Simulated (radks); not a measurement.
Sn4-, 54 electrons, occupied as [Xe]. Method: scalar-relativistic Kohn-Sham, r2SCAN, spin-polarised, spherical densities, finite nucleus; meta-GGA in the generalised Kohn-Sham scheme; Fermi nuclear charge, rms radius 4.6519 fm; Watson sphere of charge +3.54 and radius 3.34 bohr; computed with a radial shooting solver on a logarithmic mesh with Libxc functionals.

Radial electron density D(r) = 4 pi r^2 rho(r):

```
   r/bohr * D(r) (the largest magnitude, 82.2, reaches the edge; | marks zero)
 0.004425 |           *
 0.005111 |             *
  0.00595 |                 *
 0.006871 |                    *
 0.007999 |                        *
 0.009238 |                            *
  0.01076 |                                *
  0.01242 |                                    *
  0.01446 |                                       *
   0.0167 |                                         *
  0.01944 |                                          *
  0.02245 |                                          *
  0.02593 |                                         *
  0.03019 |                                       *
  0.03486 |                                     *
  0.04058 |                                    *
  0.04687 |                                      *
  0.05456 |                                         *
  0.06301 |                                              *
  0.07336 |                                                   *
  0.08472 |                                                      *
  0.09863 |                                                      *
   0.1139 |                                                  *
   0.1326 |                                           *
   0.1531 |                                      *
   0.1783 |                                     *
   0.2059 |                                        *
   0.2397 |                                            *
   0.2768 |                                            *
   0.3223 |                                       *
   0.3722 |                              *
   0.4333 |                    *
   0.5004 |              *
   0.5779 |             *
   0.6727 |              *
   0.7769 |               *
   0.9045 |              *
    1.045 |           *
    1.216 |       *
    1.404 |    *
    1.635 |  *
    1.888 |  *
    2.198 | *
    2.539 | *
    2.955 | *
    3.413 | *
    3.973 |*
    4.589 |*
    5.342 *
    6.169 *
    7.182 *
    8.295 *
    9.656 *
    11.15 *
```

D(r) has 4 maxima, at r = 0.0204, 0.0896, 0.264, 0.777 bohr, and minima at 0.0399, 0.173, 0.569 bohr, inside which lie 2.00, 11.16, 28.95 electrons.
